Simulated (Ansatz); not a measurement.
Computed with Ansatz on PBE0-D4/def2-TZVP structures; ΔE is electronic, products minus reactants. CBS: MP2 limit from def2 TZ/QZ plus the TZ coupled-cluster correction, frozen cores. This one scheme is used for every species. Each species was taken in one conformer, which may not be the lowest.

Reaction (ligand exchange at the Si–N bond): `CN[SiH](F)S` + CH₃OH → `CO[SiH](F)S` + CH₃NH₂

`CN[SiH](F)S`:

```xyz
11

C    -0.008   -1.376   -0.685
N    -0.240   -0.555    0.484
Si    0.381    0.993    0.777
F    -0.384    1.485    2.090
S     0.085    2.262   -0.897
H    -0.924   -1.887   -0.995
H     0.769   -2.132   -0.528
H     0.308   -0.743   -1.517
H    -0.623   -1.051    1.274
H     1.827    1.123    1.071
H    -1.192    1.881   -1.074
```

CH₃OH:

```xyz
6

C     0.008    0.214    0.285
O    -0.543   -0.700   -0.636
H    -0.767    0.435    1.019
H     0.306    1.157   -0.190
H     0.874   -0.199    0.817
H     0.122   -0.907   -1.295
```

`CO[SiH](F)S`:

Cartesian coordinates in Å:
```
C -0.954 -1.073 -0.794
O 0.227 -0.590 -0.180
Si 0.299 0.737 0.752
F -0.386 1.937 -0.048
S 2.322 1.133 1.195
H -0.694 -1.966 -1.363
H -1.707 -1.342 -0.046
H -1.379 -0.329 -1.474
H -0.446 0.610 2.022
H 2.718 0.883 -0.065
```

CH₃NH₂:

Z-matrix (Å, degrees):
```
C
N 1 1.453
H 1 1.092 2 109.4
H 1 1.100 2 115.4 3 -121.6
H 1 1.092 2 109.4 3 116.8
H 2 1.012 1 110.6 3 62.6
H 2 1.012 1 110.6 3 -179.3
```

| species | CCSD(T)/CBS(def2) energy (Eh) |
| --- | --- |
| `CN[SiH](F)S` | -883.13617 |
| CH₃OH | -115.61712 |
| `CO[SiH](F)S` | -903.01589 |
| CH₃NH₂ | -95.75281 |

(1) Work out ΔE.

Largest T1 diagnostic among the species: 0.012.

Answers

(1) ΔE = (-903.01589) + (-95.75281) − (-883.13617) − (-115.61712) = -0.01541 Eh = -40.5 kJ/mol.

Leaving LDA and LC-ωPBE aside and taking each functional with its dispersion term where it has one, the values, not all of them listed here, spread over 9.2 kJ/mol, from B2PLYP to revPBE-D4. LDA lies +4.4 kJ/mol from PBE without D4. The D4 term adds +3.5 kJ/mol with B3LYP and +2.0 kJ/mol with PBE0; it sums over pairs of atoms, weighted by their polarisabilities, and B3LYP, whose exchange is more repulsive, gets the larger term. In def2-TZVPP, CCSD(T) changes the Hartree–Fock value by +8.3 kJ/mol (the triples alone add +0.9 kJ/mol) and MP2 by +9.4 kJ/mol.

B3LYP here is the variant with VWN-RPA as its local correlation; programs differ in this.
